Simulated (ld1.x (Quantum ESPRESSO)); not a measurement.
# Before and after: TM potential for palladium (Pd)

ld1.x (Quantum ESPRESSO) 7.5 input, shortened:

```
&input
   title='Pd', zed=46., rel=1, dft='PBE', iswitch=3,
   config='[Kr] 4d9 5s0 5p0'
 /
 &inputp
   pseudotype=2, tm=.true., lloc=0,
   nlcc=.true., rcore=0.65
 /
3
4P  2  1   6.00   0.00  1.40  1.40  0.0
4D  3  2   9.00   0.00  1.75  1.75  0.0
4S  1  0   2.00   0.00  1.20  1.20  0.0
 &test
   configts(1)='4s2 4p6 4d9 5s0 5p0'
 /
```

Change: all radii but the core radius scaled by about 1.25 (s 1.50, p 1.76, d 2.18 bohr).

Cutoffs: the cutoffs (Ry, on a coarse ladder) from which the occupation-weighted sum of valence levels, in a spherical-Bessel basis at the reference potential, stays within 10 and 1 mRy of its value at 400 Ry; they do not see the model core or the augmentation charge, which bear on the density cutoff. Errors are all-electron minus pseudo energies relative to the spin-unpolarised reference configuration.

Task: How do hardness, ghosts and transferability respond?

Result: The potential gets softer (110 Ry and 180 Ry → 70 Ry and 90 Ry); of the 7 tests that both files solve, the error grows in 7 and shrinks in 0 by more than 15 % and 0.3 meV (median size 18.4 → 89.2 meV); neither file shows a bound ghost at the reference potential, the only one tested. A larger radius leaves more room for a smooth pseudo-wave, so fewer plane waves are needed. More of the atom is replaced by a form fitted at one configuration, so other configurations suffer.

| quantity | base | changed |
| --- | --- | --- |
| cutoff, loose | 110 Ry | 70 Ry |
| cutoff, tight | 180 Ry | 90 Ry |
| loose cutoff by channel (10 mRy a level) | p 35 Ry, d 50 Ry, s 100 Ry | p 30 Ry, d 40 Ry, s 40 Ry |
| bound ghosts | none | none |
| error for 4s2 4p6 4d10 5s0 5p0, meV [ΔE -9.12 eV] | +0.9 | +4.5 |
| error for 4s2 4p6 4d8 5s0 5p0, meV [ΔE 20.82 eV] | +2.1 | +14 |
| error for 4s2 4p6 4d7 5s0 5p0, meV [ΔE 55.18 eV] | +18 | +89 |
| error for 4s1 4p6 4d10 5s0 5p0, meV [ΔE 82.45 eV] | -92 | -305 |
| error for 4s2 4p6 4d8 5s1 5p0, meV [ΔE 4.52 eV] | +381 | +1839 |
| error for 4s2 4p5 4d10 5s0 5p0, meV [ΔE 48.05 eV] | -67 | -138 |
| error for 4s2 4p6 4d9.5 5s0 5p0, meV [ΔE -5.88 eV] | +0.5 | +1.8 |

Changed file: These tests converged, but a pseudo level misses the all-electron one widely, so the file describes the atom poorly there or has found another state: 4s2 4p6 4d8 5s0 5p0: empty 5s by 2.3 eV; 4s2 4p6 4d7 5s0 5p0: empty 5s by 3.1 eV.
